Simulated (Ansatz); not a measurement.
Input and output for `C[O][In]([CH3])[O]C`.

```yaml
crystal:
  periodic: [false, false, false]
  atoms:
    - {symbol: C, position_ang: [-2.303888, -0.090207, 0.262688]}
    - {symbol: O, position_ang: [-1.287762, -1.052204, 0.236145]}
    - {symbol: In, position_ang: [0.655086, -0.721485, -0.019816]}
    - {symbol: C, position_ang: [2.073173, -2.298858, -0.065499]}
    - {symbol: O, position_ang: [1.171315, 1.185829, -0.229841]}
    - {symbol: C, position_ang: [0.313963, 2.291667, -0.198569]}
    - {symbol: H, position_ang: [-3.242638, -0.577940, 0.550911]}
    - {symbol: H, position_ang: [-2.466938, 0.378847, -0.717383]}
    - {symbol: H, position_ang: [-2.118248, 0.714719, 0.986436]}
    - {symbol: H, position_ang: [2.856419, -2.102445, 0.665889]}
    - {symbol: H, position_ang: [1.578271, -3.240814, 0.164128]}
    - {symbol: H, position_ang: [2.521607, -2.351265, -1.057350]}
    - {symbol: H, position_ang: [-0.527783, 2.206435, -0.898846]}
    - {symbol: H, position_ang: [-0.105608, 2.471933, 0.800788]}
    - {symbol: H, position_ang: [0.883022, 3.185787, -0.479680]}
basis:
  gaussian: {orbitals: def2-TZVP}
total_charge: 1
magnetization: {spin_polarized: true, initial_magnetization: 1}
hamiltonian: {xc: {name: r2SCAN}}
output: {forces: true}
```

```sh
$ ansatz run in.yaml --threads 2 --pin off --events-out ev --progress --plain --max-ram 32768MiB --backend cpu
```

It prints (some lines left out):

```
Functional definition: r2SCAN
1626 factors; their error is unknown
mean field evaluation 1: about -12485.0211 eV, gradient 8.8e1 eV
mean field evaluation 2: about -12240.3585 eV, gradient 2.1e2 eV
mean field evaluation 4: about -12511.0342 eV, gradient 4.0e1 eV
mean field evaluation 8: about -12517.6156 eV, gradient 9.0e0 eV
mean field evaluation 16: about -12518.0881 eV, gradient 5.9e-2 eV
mean field evaluation 32: about -12518.0467 eV, gradient 7.5e-4 eV
mean field -12518.04671133 eV, -460.0297316046 hartree, gradient 5.4e-9 eV, S^2 0.760293; 8 other end points of the search recorded, 0 dependent functions left out
reference -12518.04673171 eV, -460.0297323534 hartree; 32, 31 occupied and 227, 228 virtual orbitals, 1626 factors
Total energy: -12518.04673171 eV, -460.0297323534 hartree
Atom 0 at    -2.303888    -0.090207     0.262688 Å, force    -0.732111    -0.650849     0.440674 eV/Å
Atom 1 at    -1.287762    -1.052204     0.236145 Å, force    -1.085620     0.556403     0.029798 eV/Å
Atom 2 at     0.655086    -0.721485    -0.019816 Å, force     1.338317    -1.476596    -0.068251 eV/Å
Atom 3 at     2.073173    -2.298858    -0.065499 Å, force     0.122368    -0.142259    -0.002550 eV/Å
Atom 4 at     1.171315     1.185829    -0.229841 Å, force    -0.424860     1.153133     0.093584 eV/Å
Atom 5 at     0.313963     2.291667    -0.198569 Å, force     0.615997     0.604690    -0.617443 eV/Å
Atom 6 at    -3.242638    -0.577940     0.550911 Å, force     0.119816    -0.001933    -0.093974 eV/Å
Atom 7 at    -2.466938     0.378847    -0.717383 Å, force     0.231259     0.114624    -0.193023 eV/Å
Atom 8 at    -2.118248     0.714719     0.986436 Å, force     0.293976     0.157633    -0.042823 eV/Å
Atom 9 at     2.856419    -2.102445     0.665889 Å, force    -0.059956     0.100736     0.031521 eV/Å
Atom 10 at     1.578271    -3.240814     0.164128 Å, force    -0.097850     0.065340     0.010648 eV/Å
Atom 11 at     2.521607    -2.351265    -1.057350 Å, force    -0.071787     0.092639    -0.035313 eV/Å
Atom 12 at    -0.527783     2.206435    -0.898846 Å, force    -0.168015    -0.272834     0.074550 eV/Å
Atom 13 at    -0.105608     2.471933     0.800788 Å, force    -0.096317    -0.196475     0.224828 eV/Å
Atom 14 at     0.883022     3.185787    -0.479680 Å, force     0.014782    -0.104253     0.147773 eV/Å
Dipole moment:    -0.384248     0.431722     0.011849 e Å
```

Run time 2.7 min (2 threads of an AMD EPYC 7R13 on a shared host); peak host memory 1.1 GiB.
